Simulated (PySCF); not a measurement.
## Molecular orbitals of BiS

ωB97X at R = 2.331 Å; basis Bi def2-SVPD with ECP60, S def2-SVPD; scalar-relativistic core potentials; PySCF 2.14. State: ²Π (doublet), unpaired electrons π ↑. Only the outer orbitals are listed, counted within each symmetry, core potentials removing the inner ones.

```tsv
spin	orbital	occ.	ε (eV)	on Bi (%)	main shells (%)
α	7σ	1	-22.59	31	66 S s, 29 Bi s
α	8σ	1	-18.32	63	59 Bi s, 31 S s
α	9σ	1	-10.66	40	58 S p, 33 Bi p
α	4π	1	-10.43	28	71 S p, 28 Bi p
α	4π	1	-9.87	24	74 S p, 23 Bi p
α	5π	1	-7.48	72	69 Bi p, 28 S p
α	5π	0	-1.84	76	72 Bi p, 23 S p
α	10σ	0	1.06	69	36 Bi s, 20 Bi p, 18 S s
α	11σ	0	2.01	109	92 Bi s, 9 Bi d, 8 Bi p
β	7σ	1	-22.25	29	67 S s, 27 Bi s
β	8σ	1	-17.62	65	61 Bi s, 30 S s
β	9σ	1	-10.46	40	58 S p, 33 Bi p
β	4π	1	-9.73	26	72 S p, 25 Bi p
β	4π	1	-9.33	23	76 S p, 22 Bi p
β	5π	0	-1.76	74	70 Bi p, 24 S p
β	5π	0	-1.30	77	72 Bi p, 21 S p
β	10σ	0	1.05	73	44 Bi s, 18 Bi p, 15 S s
```

Question: Which are the highest filled and the lowest empty level, where do they sit, and how wide is the gap?

Answer: Highest filled α 5π at -7.48 eV (in %: 69 Bi p, 28 S p); lowest empty α 5π at -1.84 eV (in %: 72 Bi p, 23 S p); the gap at ωB97X is 5.64 eV. Both belong to one degenerate shell, split only by its one-sided filling, so this is no excitation gap.

| Quantity | Value |
| --- | --- |
| bond order (Mayer) | 2.07 |
| ⟨S²⟩ | 0.755 |
| charge on Bi (Mulliken, basis-dependent) | 0.61 |
| charge on Bi (Löwdin, basis-dependent) | 0.52 |
| dipole moment (positive dipole means Bi(−)S(+)) | -3.74 D |

Shares are Mulliken populations and can fall outside 0 to 100 %.

These are scalar-relativistic numbers at best; spin–orbit coupling would shift them, the dissociation energy most. The state was picked by a PBE0 search and need not be the measured ground state.
